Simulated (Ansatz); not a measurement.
CH₃ClOSW, SMILES `[CH3][W](=[O])(=[S])[Cl]`. The species carries charge 0 and has multiplicity 1. W: def2 effective core potential.

```xyz
8

C    -0.6044   -0.0983   -0.9473
W     0.4672    0.1380    0.8352
O    -0.4810    1.2066    1.7390
S     0.4302   -1.7793    1.7474
Cl    2.5462    0.9205    0.4273
H    -0.6461    0.8786   -1.4428
H    -1.6239   -0.4463   -0.7716
H    -0.0882   -0.8198   -1.5872
```

Task: List the harmonic frequencies (cm⁻¹, unscaled) at PBE0-D4/def2-TZVP in Ansatz. (An estimate is asked.)

Result: Computed: 125, 141, 164, 177, 224, 270, 416, 559, 563, 636, 695, 1045, 1215, 1403, 1416, 3031, 3122, 3148.

Task: Is this a minimum?

Result: Yes, all 18 modes are real.

Task: Give the ideal-gas thermochemistry at 298.15 K and 1 bar (rigid rotor, harmonic oscillator; point group C1, symmetry number 1).

Result: Zero-point energy 109.8 kJ/mol; H(298) − E = 131.6 kJ/mol; entropy 369.3 J/(mol·K), of which translation 179.2, rotation 119.0, vibration 71.1; G(298) − E = 21.4 kJ/mol.

Task: And at 400, 500, 600, 800 and 1000 K?

Result: 
| T (K) | H − E (kJ/mol) | S (J/mol/K) | G − E (kJ/mol) |
| --- | --- | --- | --- |
| 400 | 143.0 | 402.3 | -17.9 |
| 500 | 155.3 | 429.7 | -59.5 |
| 600 | 168.5 | 453.7 | -103.7 |
| 800 | 196.6 | 494.0 | -198.6 |
| 1000 | 226.5 | 527.4 | -300.9 |
